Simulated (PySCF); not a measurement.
[Mn(OH)6]- holds Mn(V), d2, at total charge -1. The structure is a model geometry with rigid ligands and bond lengths from ionic radii and bond length changed to 1.02 of its base value, not a minimum; coordination octahedral, point group S6, metal–donor distances 1.82 Å.

The d shell alone is too small an active space for [Mn(OH)6]- (an active orbital has only 0.58 squared overlap with the free ion's shell): its levels, fitted parameters, g values and moments show what this model gives and aren't sound predictions.

```
13

Mn    0.000    0.000    0.000
O     0.000    0.000    1.816
H     0.800    0.000    2.356
O     0.000    0.000   -1.816
H    -0.800    0.000   -2.356
O     1.816    0.000    0.000
H     2.356    0.800    0.000
O    -1.816    0.000    0.000
H    -2.356   -0.800    0.000
O     0.000    1.816    0.000
H     0.000    2.356    0.800
O     0.000   -1.816    0.000
H     0.000   -2.356   -0.800
```

Method (PySCF 2.14, density fitting): CASSCF(2,5) with orbitals averaged over all microstates of the shell, strongly contracted NEVPT2 on the averaged canonical orbitals; basis x2c-TZVPall on the metal, x2c-SVPall elsewhere; spin-free X2C; IEF-PCM water; spin-orbit coupling by state interaction with the mean-field operator over all roots.

Problem. What is the ground state?

Solution. 3Eg (from 3T1g) (S = 1, orbital degeneracy 2), with 2.0 electrons in the lower (t2g-type) set and 0.0 in the upper (eg-type) set, by NEVPT2; the next part of the same split term lies only 251 cm⁻¹ higher, which doesn't decide their order.

Problem. List the excited states of the same spin.

Solution. By NEVPT2: 3Ag (from 3T1g) at 251 cm⁻¹; 3Ag (from 3T2g) at 34662 cm⁻¹ (288 nm); 3Eg (from 3T2g) at 35056 cm⁻¹ (285 nm); 3Ag (from 3T1g) at 40689 cm⁻¹ (246 nm); 3Eg (from 3T1g) at 41789 cm⁻¹ (239 nm); 3Ag (from 3A2g) at 66853 cm⁻¹. All are electric-dipole forbidden at this geometry.

Problem. Which is the lowest state of another spin?

Solution. 1Eg (from 1T2g) at 12233 cm⁻¹ by NEVPT2; CASSCF alone puts it at 13664 cm⁻¹ above the same ground state.

Problem. Give the fitted ligand-field and repulsion parameters.

Solution. At CASSCF level (the NEVPT2 levels don't fit a ligand-field model well): orbital energies 0, 0, 898, 28559, 28559 cm⁻¹; 10Dq = 28260 cm⁻¹ (difference of the means of the two sets); B = 866 cm⁻¹; C = 3637 cm⁻¹; B over its free-ion value at the same level 0.608; the fit misses the states by 1244 cm⁻¹ rms, so splittings below that are unsure; ζ = 323 cm⁻¹ (free ion 464).

Problem. What magnetic behaviour follows?

Solution. Degenerate or low-lying orbital states mix with the ground state, so no spin-only Hamiltonian applies. The lowest spin-orbit level is 2-fold; the next lies at 117.7 cm⁻¹. The two lowest states form a pseudo-doublet split by 0.000 cm⁻¹ with g_z = 1.67. μeff is 2.33 μB at 300 K and 0.98 μB at 10 K; the spin-only value is 2.83 μB.

The geometry is a model, and the complex may not exist in this form. Charge-transfer states lie outside this active space and may come lower than some of these levels. The ground state is orbitally degenerate in this regular structure, which would distort (Jahn–Teller), so its moment is that of the undistorted model. 3Ag (from 3T1g) (251 cm⁻¹) lies within 300 cm⁻¹ of 3Eg (from 3T1g) at NEVPT2 level, inside the method's error: they are parts of one split term, whose order is undecided, and g values and low-temperature moments can hang on it. NEVPT2 lifts 3Ag (from 3T2g) from 26425 to 34662 cm⁻¹; on the d shell alone it tends to overshoot states that fill the eg-type orbitals. NEVPT2 on the d shell alone tends to put d–d bands too high for such charged or covalently bound ions.

The job took 18 s on one thread of Intel Xeon Platinum 8259CL @ 2.50GHz (shared host), with 162 basis functions, launched as `OMP_NUM_THREADS=1 python lf_run.py task.json out`.
